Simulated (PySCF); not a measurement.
H4N, SMILES [NH4+], charge +1. Coordinates come from a PBE-D3(BJ)/def2-TZVPD optimisation.

Level of theory: PBE-D3(BJ)/def2-TZVPD in PySCF.

Harmonic wavenumbers (cm⁻¹): 1433, 1433, 1433, 1676, 1676, 3296, 3400, 3400, 3400. Rotational constants (GHz): 176.5, 176.5, 176.5; symmetry number 12.

Task: Work out the zero-point energy and the ideal-gas rigid-rotor harmonic-oscillator thermochemistry at 298.15 K and 1 atm.

Result: ZPE = ½ Σ hcν = ½ × 21146 cm⁻¹ = 126.48 kJ/mol. H − E(el) = 136.46 kJ/mol. Entropy in J/(mol K): translation 144.82, rotation 40.98, vibration 0.24, total 186.04. G − E(el) = 80.99 kJ/mol. Cp = 34.78 J/(mol K).
